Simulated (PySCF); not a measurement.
Compound: C6H9NOSe.
Geometry (PBE0-D3(BJ)/def2-SVP, Å), atoms numbered from 1 in this order:
```
atom  x, y, z in Å
C1     2.839    0.384    0.829
O2     1.572    0.702    0.330
C3     0.983   -0.284   -0.438
C4    -0.333    0.247   -0.964
C5    -1.316    0.213    0.212
C6    -2.645    0.700   -0.141
N7    -3.703    1.071   -0.428
C8    -1.361   -1.224    0.744
Se9    0.473   -1.909    0.611
H10    3.549    0.150    0.013
H11    2.790   -0.482    1.515
H12    3.207    1.258    1.381
H13    1.659   -0.631   -1.242
H14   -0.700   -0.387   -1.785
H15   -0.190    1.271   -1.342
H16   -0.910    0.873    0.996
H17   -2.020   -1.852    0.129
H18   -1.701   -1.264    1.787
```

Theory: PySCF, PBE0-D3(BJ)/def2-SVP geometry optimisation, gas phase.

Take the most abundant isotopes and a rigid rotor. The values belong to one conformer with, in the numbering `[CH3:1][O:2][C@@H:3]1[CH2:4][C@@H:5]([C:6]#[N:7])[CH2:8][Se:9]1`, C1–O2–C3–C4 -177°, O2–C3–C4–C5 -76°, C3–C4–C5–C6 180°, C4–C5–C8–Se9 37°, C5–C8–Se9–C3 -9°.

Question: Give the principal moments of inertia and the rotational constants in GHz.

Answer: Ia = 279.14, Ib = 619.02, Ic = 822.49 u·Å²; 505379 MHz·u·Å²/I gives 1810, 816.4 and 614.5 MHz, that is A = 1.8105, B = 0.8164, C = 0.6145 GHz.

Question: Classify the top.

Answer: An asymmetric top. Ray's parameter κ = (2B − A − C)/(A − C) = -0.662; −1 is the prolate and +1 the oblate limit.

Question: What does the inertial defect say?

Answer: Not planar: Δ = Ic − Ia − Ib = -75.67 u·Å². For a rigid frame Δ = −2 Σ m c², so Σ m c² = 37.83 u·Å² lies off the ab plane: 13.44 from hydrogen and 24.40 from heavier atoms. The atom farthest from that plane is 1.85 Å away.

Question: Give the other two planar moments, Paa and Pbb, and the rms extents of the mass along the axes.

Answer: Paa = Σ m a² = (Ib + Ic − Ia)/2 = 581.18 and Pbb = Σ m b² = (Ia + Ic − Ib)/2 = 241.31 u·Å². With the mass M = 190.98 u, the rms extents √(P/M) along a, b and c are 1.74, 1.12, 0.45 Å.

Question: Which types of transition are allowed, and where do some lines up to J = 4 fall?

Answer: The dipole components are |μa| = 3.85 D, |μb| = 0.66 D, |μc| = 0.31 D. The squared components, which scale the intensities, stand as 1.00 : 0.03 : 0.01 (a : b : c). Some lines, for components of 0.1 D or more:

```json
{"type": "b", "branch": "R", "J(Ka,Kc)": "4(2,2) ← 3(3,1)", "MHz": "596", "lower level (cm⁻¹)": "0.616"}
{"type": "a", "branch": "Q", "J(Ka,Kc)": "2(1,1) ← 2(1,2)", "MHz": "606", "lower level (cm⁻¹)": "0.170"}
{"type": "c", "branch": "Q", "J(Ka,Kc)": "1(1,1) ← 1(0,1)", "MHz": "994", "lower level (cm⁻¹)": "0.048"}
{"type": "a", "branch": "R", "J(Ka,Kc)": "1(0,1) ← 0(0,0)", "MHz": "1431", "lower level (cm⁻¹)": "0.000"}
{"type": "b", "branch": "Q", "J(Ka,Kc)": "3(1,2) ← 3(0,3)", "MHz": "1818", "lower level (cm⁻¹)": "0.282"}
{"type": "c", "branch": "Q", "J(Ka,Kc)": "4(2,3) ← 4(1,3)", "MHz": "2336", "lower level (cm⁻¹)": "0.545"}
{"type": "c", "branch": "R", "J(Ka,Kc)": "1(1,0) ← 0(0,0)", "MHz": "2627", "lower level (cm⁻¹)": "0.000"}
{"type": "a", "branch": "R", "J(Ka,Kc)": "2(1,2) ← 1(1,1)", "MHz": "2660", "lower level (cm⁻¹)": "0.081"}
{"type": "b", "branch": "Q", "J(Ka,Kc)": "3(2,2) ← 3(1,3)", "MHz": "3907", "lower level (cm⁻¹)": "0.302"}
{"type": "b", "branch": "Q", "J(Ka,Kc)": "4(2,3) ← 4(1,4)", "MHz": "4339", "lower level (cm⁻¹)": "0.478"}
{"type": "a", "branch": "R", "J(Ka,Kc)": "3(2,1) ← 2(2,0)", "MHz": "4400", "lower level (cm⁻¹)": "0.290"}
{"type": "a", "branch": "R", "J(Ka,Kc)": "4(2,2) ← 3(2,1)", "MHz": "5953", "lower level (cm⁻¹)": "0.437"}
{"type": "b", "branch": "R", "J(Ka,Kc)": "2(2,1) ← 1(1,0)", "MHz": "6046", "lower level (cm⁻¹)": "0.088"}
{"type": "c", "branch": "R", "J(Ka,Kc)": "3(3,1) ← 2(2,1)", "MHz": "9784", "lower level (cm⁻¹)": "0.289"}
{"type": "b", "branch": "R", "J(Ka,Kc)": "4(2,2) ← 3(1,3)", "MHz": "9995", "lower level (cm⁻¹)": "0.302"}
{"type": "c", "branch": "R", "J(Ka,Kc)": "4(3,1) ← 3(2,1)", "MHz": "11145", "lower level (cm⁻¹)": "0.437"}
{"type": "b", "branch": "R", "J(Ka,Kc)": "4(3,1) ← 3(2,2)", "MHz": "11281", "lower level (cm⁻¹)": "0.432"}
```

Question: Estimate the classical rotational partition function at 10 K, 25 K and 500 K.

Answer: Point group C1, symmetry number σ = 1; q = (√π/σ)·√((kT/h)³/(ABC)), k/h = 20836.6 MHz/K: 5590 at 10 K, 22100 at 25 K, 1980000 at 500 K.

Whether it is a minimum is left open (no frequencies). Constants of a rigid frame at the computed geometry: no zero-point averaging, no centrifugal distortion. A rigid rotor knows nothing of internal rotation, which can split or shift real lines. Quadrupole hyperfine structure (14N) is left out.

Rough CPU time on one thread of a shared machine: about 6 min. That covers the optimisation of the geometry.
